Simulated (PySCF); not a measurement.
# Excitation energy of Tl by level of theory

Tl [Xe] 4f14 5d10 6s2 6p1 (2P) → Tl [Xe] 4f14 5d10 6s1 6p1 6d1 (high-spin determinant), as a difference of total energies. All numbers are calculated (PySCF 2.14, scalar relativity through the core potential, in aug-cc-pVTZ-PP with one added diffuse shell each of d, f type with ECP60MDF (6s5p5d3f, 67 functions)). Correlated levels: valence: 5s2 5p6 5d10 frozen. The calculations carry no spin-orbit coupling.

```
           method  excitation energy (eV)
              UHF                   9.027
    MP2 (valence)                   9.632
SCS-MP2 (valence)                   9.796
   CCSD (valence)                   9.793
CCSD(T) (valence)                   9.802
```

Problem. How much does correlation contribute at CCSD(T) (valence)?

Solution. 9.802 − (9.027) = 0.775 eV, measured against UHF.

The upper state lies above the first ionisation limit, but in LS coupling its spin forbids autoionisation to the ground ion; at this Z spin-orbit coupling breaks that rule.

The promoted electron is Rydberg-like, and one or two diffuse shells describe it only roughly, which tends to raise the upper state.

The coupled-cluster amplitudes are large for the upper state (T1 above 0.03 or a double amplitude above 0.15), so a single reference is strained.

The determinant of the upper state mixes LS terms, which raises its energy above the lowest term, most at the Hartree-Fock and MP2 levels.
